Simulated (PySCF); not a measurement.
# A barrier at the coupled-cluster level

Start structure (SiH$_{3}$ClO$_{2}$, singlet), relaxed at PBE0-D4/def2-TZVP:

Si1  (-0.270, 0.094, 0.278)
O2  (1.360, 0.037, 0.248)
O3  (-0.801, 1.003, -0.955)
H4  (-0.472, 0.817, -1.836)
H5  (-0.816, 0.696, 1.501)
Cl6  (-0.964, -1.841, 0.163)
H7  (1.789, -0.752, 0.584)
(Å)

The step: SiH₃ClO₂ ([OH][SiH]([OH])[Cl]) → SiHClO ([O][SiH][Cl]) + H₂O (still joined by a long Si–O bond); bonds formed: O2–H4; bonds broken: O3–H4; bonds weakened to dative contacts: Si1–O2. PySCF 2.14 with density fitting (its default auxiliary sets; JK sets also for MP2 and CCSD(T)); basis: def2-TZVPP and def2-QZVPP; cores frozen in the correlated methods. Extrapolation: Hartree–Fock as exp(−7.88 √X), correlation as X^−2.97. Energies below are by CCSD(T) at an estimated basis limit (MP2 extrapolated from triple and quadruple zeta, plus CCSD(T) − MP2 in triple zeta).

Q: What are the electronic barrier and the energy of the step, from the start structure to the end structure? (An estimate is asked for; the value comes from the calculation.)

A: By the calculation: Barrier 2.328 eV; step energy 2.168 eV (uphill); reverse barrier, their difference, 0.160 eV. Barrier and step energy count from the start structure, the reverse barrier from the end structure.

The saddle point: One imaginary mode of 711i cm⁻¹.
```
  pair  start (Å)  saddle (Å)  end (Å)
 O2–H4       2.88        1.08     0.98
Si1–O2       1.63        1.85     1.93
 O3–H4       0.96        1.55     2.31
```

Zero-point energy (harmonic, PBE0-D4): ZPE is 1.066 eV at the start and 1.002 eV at the saddle, so the barrier goes from 2.328 to 2.264 eV.

First-order rate constant out of the start structure at 698 K by transition-state theory, with harmonic vibrational free energies alone and no tunnelling: ΔA‡ = 2.370 eV, so k = (kB T/h) exp(−ΔA‡/kB T) ≈ 10^-4 s⁻¹ (an order of magnitude at best: rotation, the number of equivalent paths and anharmonicity are left out).

T1 diagnostic: at most 0.015.

Labels in which every atom is bracketed show which atoms are joined, not bond orders.

For scale, one of the runs: CCSD(T)/def2-TZVPP, 188 basis functions, launched by `OMP_NUM_THREADS=4 python run.py`. The run took 7.2 min on 4 CPU threads of an Arm Neoverse V1 (shared host), with 2.1 GiB of host memory at its peak.
